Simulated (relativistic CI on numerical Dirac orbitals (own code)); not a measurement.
## Line list: Electric-dipole lines, Mo IX

Computed by Dirac-Coulomb-Breit CI, separate exchange-only KLI orbitals for each configuration, a model potential for QED, unscaled Slater integrals (own radial code, finite nucleus).

Configurations in the expansion (outside the closed core [Ar] 3d10): 4s2 4p4, 4s 4p5, 4p6, 4s2 4p3 4d, 4s 4p4 4d, 4s2 4p3 4f, 4s 4p4 4f, 4s2 4p3 5s, 4p5 4d, 4s2 4p3 5p, 4s 4p3 4d2, 4s2 4p2 4d 5p, 4s2 4p2 4d 4f, 4p5 5s, 4s2 4p3 5d, 4s 4p4 5s, 4p5 5p, 4p5 4f, 4s 4p3 4d 5s, 4s2 4p3 6s, 4s 4p4 5p, 4s2 4p3 6p, 4s2 4p2 5s 5p, 4s2 4p3 5f, 4s2 4p2 4f 5s, 4s2 4p3 5g, 4s2 4p3 6d, 4s2 4p2 4d2, 4s2 4p 4d3, 4s 4p2 4d3, 4s2 4p 4d2 4f, 4s 4p2 4d2 4f, 4s2 4p 4d2 5s, 4p4 4d2, 4p3 4d3, 4p3 4d2 4f, 4p3 4d2 5s, 4s2 4p2 4f2, 4s2 4p 4d 4f2, 4s 4p2 4d 4f2, 4s2 4p 4f3, 4s 4p2 4f3, 4s2 4p 4f2 5s, 4s2 4p2 5s2, 4s2 4p 4d 5s2, 4s 4p2 4d 5s2, 4s2 4p 4f 5s2, 4s 4p2 4f 5s2. Double excitations out of closed p, d and f shells are left out; levels of such configurations are missing from the list, as are those of other unlisted configurations, and high levels can miss mixing partners. These lack a partner that the ground configuration has and come out too high: 4s2 4p3 5p, 4s2 4p3 5d, 4s 4p4 5s, 4s2 4p3 6s, 4s 4p4 5p.

```csv
λ vac (Å),Lower,Upper,A (s⁻¹),E lower (cm⁻¹),E upper (cm⁻¹)
226.25,4s 4p5 3P°_2 [6],4s 4p4 4d 3P_2 [109],1.01e+11,230345,672328
226.61,4s2 4p3 4d 3G°_5 [24],4s2 4p2 4d2 3G_5 [258],1.15e+11,368942,810233
227.61,4s 4p5 3P°_2 [6],4s 4p4 4d 3D_3 [107],1.62e+11,230345,669685
228.16,4s 4p5 3P°_1 [7],4s 4p4 4d 3D_2 [119],1.10e+11,243280,681573
228.28,4s2 4p3 4d 5D°_4 [14],4s2 4p2 4d2 5D_4 [206],1.25e+11,320608,758661
228.89,4s2 4p4 1D_2 [4],4s2 4p3 4d 1F°_3 [46],2.10e+11,36355,473239
229.01,4s2 4p3 4d 3G°_5 [24],4s2 4p2 4d2 3H_6 [249],1.88e+11,368942,805613
229.28,4s2 4p4 3P_2 [1],4s2 4p3 4d 3D°_3 [40],1.85e+11,0,436147
229.86,4s 4p5 1P°_1 [9],4s 4p4 4d 1D_2 [171],1.34e+11,296197,731240
231.90,4s2 4p3 4d 1F°_3 [46],4s2 4p2 4d2 1G_4 [398],3.64e+11,473239,904468
233.32,4s2 4p3 4d 3D°_3 [40],4s2 4p2 4d2 3F_4 [332],3.07e+11,436147,864737
233.78,4s2 4p3 4d 1G°_4 [25],4s2 4p2 4d2 1H_5 [241],1.85e+11,370719,798468
234.75,4s2 4p4 3P_1 [3],4s2 4p3 4d 3D°_2 [43],1.23e+11,20085,446071
235.47,4s2 4p4 1D_2 [4],4s2 4p3 4d 1D°_2 [45],1.13e+11,36355,461036
236.19,4s2 4p4 3P_2 [1],4s2 4p3 4d 3P°_2 [37],1.34e+11,0,423383
236.84,4s2 4p3 4d 5D°_4 [14],4s2 4p3 4f 5F_5 [188],7.54e+10,320608,742826
236.97,4s2 4p4 3P_2 [1],4s2 4p3 4d 3P°_1 [36],1.26e+11,0,421994
238.12,4s2 4p3 4d 3F°_4 [33],4s2 4p2 4d2 3G_5 [269],1.61e+11,400516,820469
238.23,4s2 4p4 1S_0 [5],4s2 4p3 4d 1P°_1 [47],1.60e+11,74749,494510
240.38,4s2 4p3 4d 5D°_2 [11],4s2 4p2 4d2 5F_3 [177],9.14e+10,318460,734461
```

Terms are leading LS components. Brackets give the number of a level in order of energy, since labels repeat. The list gives strong lines, with weight on those to low levels, without lines whose two gauges differ by over a factor of 2.5, among the lowest 400 of 12886 levels, so that lines to higher ones, which can be the strongest, are missing. Levels whose partners in the same complex of configurations lie outside the list can be far off, and so can their lines. Rates are taken at the computed energies, electric ones in the length gauge.

At this charge configurations can still be misplaced by up to about 7 % of their energy.

LS names give the leading component of a level, which can be under half, so a name can repeat, a term be missing and a line seem to break the LS rules.
